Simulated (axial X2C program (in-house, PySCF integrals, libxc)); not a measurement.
**Nuclear properties of InBr⁻**

Calculated with an axial X2C code built on PySCF integrals: two-component X2C with atomic mean-field Coulomb and Gaunt terms, Gaussian nuclei, basis In dyall-acv3z, Br dyall-acv3z with contracted cores.

R = 2.755 Å (near the PBE0 minimum at charge -1 of the determinant lowest at the starting distance; the state shown can have its own minimum elsewhere).

Determinant lowest in the PBE0 search, Ω = 1/2 (⟨Sz⟩ = -0.50, ⟨Lz⟩ = 1.00 at PBE0), spin on the atoms In -0.51, Br 0.02:

```
level  Eeff magnitude (GV/cm)  Ws magnitude In (kHz)  Ws magnitude Br (kHz)  A∥/gI In (MHz)  qzz In (a.u.)  A∥/gI Br (MHz)  qzz Br (a.u.)
 PBE0                   0.141                  0.116                 0.0128            1510          -0.32             123           1.64
   HF                   0.641                   0.84                 0.0612            1640          -0.32            78.2           1.41
 BP86                   0.209                  0.191                 0.0149            1400          -0.44             136           1.63
PBE50                  0.0613                 0.0042                 0.0293            1600          -0.15             107           1.61
B3LYP                   0.399                  0.364                 0.0433            1320          -0.34             118           1.56
```

Determinant 0.14 eV from it at PBE0 and this distance, Ω = 3/2 (⟨Sz⟩ = 0.50, ⟨Lz⟩ = 1.00 at PBE0), spin on the atoms In 0.52, Br -0.02:

```
level  Eeff magnitude (GV/cm)  Ws magnitude In (kHz)  A∥/gI In (MHz)  qzz In (a.u.)  A∥/gI Br (MHz)  qzz Br (a.u.)
 PBE0                   0.633                  0.227            19.1          -0.71            22.9           1.68
   HF                    2.54                  0.967            -103          -0.71            23.2           1.46
 BP86                    0.43                  0.153            44.9          -0.83            26.9           1.67
PBE50                   0.939                  0.348            10.5          -0.54            22.2           1.65
B3LYP                   0.383                  0.145            84.7          -0.74            24.9           1.61
```

Eeff is the effective electric field on the electron electric dipole moment in this Ω state and Ws the scalar–pseudoscalar constant of the nucleus named (defined with the proton number Z and per Ω); A∥ (defined per Ω) follows by multiplying with gI = μI/(I μN); qzz is the electric field gradient, eQq0 = 234.96 MHz × Q/barn × qzz. The operators were transformed with the bare-nucleus X2C matrices; with these basis sets, hyperfine constants and field gradients can be off by tens of per cent, and where levels differ in sign neither size nor sign is settled.

Task: With gI(115In) = 1.2313, gI(79Br) = 1.4043, Q(79Br) = 0.3087 barn (g factors from the IAEA table of nuclear moments by Stone; Q from Pyykkö, Mol. Phys. 2018), turn the PBE0 values of the first state into constants in MHz.

Result: A∥(115In) = 1510 × 1.2313 = 1860 MHz; A∥(79Br) = 123 × 1.4043 = 173 MHz; eQq0(79Br) = 234.96 × (0.3087) × (1.64) = 119 MHz.

Each state is one determinant with collinear spin. Unrestricted Hartree–Fock can overshoot spin polarisation at the nuclei. In the state Ω = 1/2 the sign of Eeff differs between levels (HF against PBE0). For an anion, determinants above electron detachment, or with a positive highest level, are held by the basis set. Where Eeff spreads by more than a factor of two the levels disagree and none is to be relied on. The search compared states at one distance, so a state with another bond length can lie lower. The sign of Ws at In differs between levels in the first state. Further determinants of the search, some of them spin-mixed, are not shown. Where a field gradient or hyperfine factor spreads by more than a factor of two over the levels, a constant derived from it is not to be relied on. PBE0 term energies can be off by some tenths of an eV.
